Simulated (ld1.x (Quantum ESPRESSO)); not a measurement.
# Transferability test, TM potential for lead

- Element: Pb
- Generator: ld1.x (Quantum ESPRESSO) 7.5
- Type: norm-conserving Troullier–Martins (Kleinman–Bylander form)
- Functional: LDA (PZ)
- Relativity: scalar-relativistic
- Frozen core: [Xe] 4f14 5d10
- Valence charge: 4
- Reference configuration: 6s2 6p1.5 (charge +0.5)
- Partial waves: 6s (bound): rc 2.00 bohr; 6p (bound): rc 2.60 bohr; 6d channel at 0.1 Ry: rc 2.65 bohr
- Local potential: the d channel
- Core correction: Bessel-smoothed model core inside 1.00 bohr

Energies are relative to the spin-unpolarised reference configuration 6s2 6p1.5; without spin polarisation the order of configurations can differ from experiment. Spin-polarised rows fill each open shell by Hund’s rule, majority spin first. The frozen-core shift is the all-electron ΔE with the core orbitals held at their reference shape minus the fully relaxed ΔE.

```
     valence configuration  charge  ΔE all-electron (eV)  error AE − PS (meV)  frozen-core shift (meV)
                   6s2 6p2       0                -2.610                 -2.5                     +1.8
                   6s2 6p1      +1                 4.223                 -8.2                     +7.5
                   6s2 6p0      +2                17.985                  -90                      +95
                   6s1 6p3       0                 6.211                  -27                      +19
                 6s2 6p2.3    -0.3                -3.468                 -5.8                     +4.0
6s2 6p1.5 (spin-polarised)    +0.5                -0.289                 -3.0                     +4.4
  6s2 6p2 (spin-polarised)       0                -3.062                 -7.0                     +7.5
```

(1) What are ΔE and the potential's error for 6s1 6p2?

(2) What are ΔE and the potential's error for 6s0 6p4?

Levels in the configuration 6s2 6p2:

```
level  all-electron (eV)  pseudo (eV)
   6s            -12.324      -12.294
   6p             -3.710       -3.699
```

Note: ghost states, extra bound levels that the all-electron valence spectrum of the same l lacks: s at -229.4 eV, p at -95.8 eV. A true bound ghost makes a file unfit for plane-wave use.

## Answers

(1) ΔE = 13.821 eV all-electron; the error (AE − PS) is -77 meV.

(2) ΔE = 15.425 eV all-electron; the error (AE − PS) is -136 meV.
